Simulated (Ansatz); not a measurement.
Reactions of `O[SiH](F)F`.

Calculated with Ansatz (gas phase, PBE0-D4/def2-TZVP geometries, no zero-point term in ΔE). CCSD(T)/CBS is the MP2 limit (def2-TZVPP, def2-QZVPP) plus CCSD(T) − MP2 in def2-TZVPP, frozen cores. This one scheme is used for every species. DFT in def2-TZVPP. B3LYP here is the variant with VWN-RPA as its local correlation; programs differ in this. Open shells (•) are unrestricted, without spin–orbit coupling. For Ge outer-core shells are correlated without core-valence functions, which leaves a few kJ/mol of doubt a bond. Scalar relativity is left out up to krypton. Each species was taken in one conformer, which may not be the lowest.

| reaction | HF/CBS(def2) (eV) | ωB97X-V (eV) | B3LYP-D4 (eV) | CCSD/CBS(def2) (eV) |
| --- | --- | --- | --- | --- |
| `O[SiH](F)F` + `C=N` → `C=N[SiH](O)F` + H–F | 1.27 | 1.13 | 1.10 | 1.13 |
| `O[SiH](F)F` + `[SH][GeH3]` → `O[SiH](F)[S][GeH3]` + H–F | 1.27 | 0.94 | 0.94 | 0.95 |
| `O[SiH](F)F` + `[SiH3]`• → `O[Si](F)F`• + SiH₄ | 0.38 | 0.33 | 0.31 | 0.38 |
| `O[SiH](F)F` + `C=N` → `C=N[SiH](F)F` + H₂O | 0.77 | 0.70 | 0.68 | 0.70 |

Problem. Give the CCSD(T)/CBS values in the same order. (Best estimate.)

Solution. Ansatz gave: 1.11, 0.90, 0.37, 0.69 eV.

Largest T1 diagnostic: 0.015, for `[SiH3]`•.
